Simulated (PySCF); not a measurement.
Computed shifts of a molecule H₈OSi₃, PBE/pcSseg-1 run with PySCF, GIAO, gas phase, atoms alike by connectivity averaged where their shifts nearly agree, in ppm (number of nuclei): ²⁹Si: -4.2 (1), -112.0 (2). ¹H: 6.29 (1), 3.84 (6), -0.54 (1). References: ²⁹Si against TMS (σ = 335.4 ppm); ¹⁷O against H2O (σ = 334.3 ppm); ¹H against TMS (σ = 31.49 ppm), references at their B3LYP-D3(BJ)/def2-TZVP geometries, non-relativistic. Coordinates come from a PBE0-D3(BJ)/def2-SVP optimisation. The values are those of a single conformer.

### Question
Identify the compound among the candidates.
(A) O[SiH]([SiH3])[SiH3]
(B) [SiH3]O[SiH2][SiH3]
(C) O[SiH2][SiH2][SiH3]

### Answer
A, O[SiH]([SiH3])[SiH3]
